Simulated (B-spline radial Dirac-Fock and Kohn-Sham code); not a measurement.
These are calculated numbers from a radial B-spline solver; the model is Dirac-Fock (average of configuration) total-energy differences with a finite nucleus, the Breit interaction including its frequency dependence, and self-energy and vacuum-polarisation corrections. Free neutral atoms.

Question: Order these X-ray lines by photon energy, lowest first.
A. Cd Mζ1
B. Sc Lγ5
C. Nb Mζ1
D. Sc Lℓ
E. K Lγ5
F. Mo Mζ2

Answer: C (170.1 eV), F (191.4 eV), E (299.1 eV), A (333.1 eV), D (343.6 eV), B (409.5 eV).
